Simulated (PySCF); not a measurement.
**BiCl⁺ at UHF**

Level: UHF. PySCF, scalar-relativistic core potentials, basis sets Bi cc-pVDZ-PP with ECP60, Cl cc-pV(D+d)Z.

For BiCl⁺, the state is ²Π (doublet), unpaired electrons π ↑ and the bond length is 2.365 Å. The harmonic wavenumber is 403 cm⁻¹ and the force constant is 2.87 mdyn/Å. The rotational constant Be is 0.1006 cm⁻¹, the anharmonicity ωexe is 1.06 cm⁻¹ and the vibration–rotation constant αe is 0.000336 cm⁻¹. The bond order (Mayer) is 1.18 and the dipole moment (positive dipole points towards Cl; it is taken about the centre of mass and depends on that origin) is -3.01 D.

These are scalar-relativistic numbers at best; spin–orbit coupling would shift them, the dissociation energy most. Hartree–Fock leaves out correlation, which carries a large part of most bond energies and some tenths to 1 eV of ionisation energies. The state was picked by a PBE0 search and need not be the measured ground state.
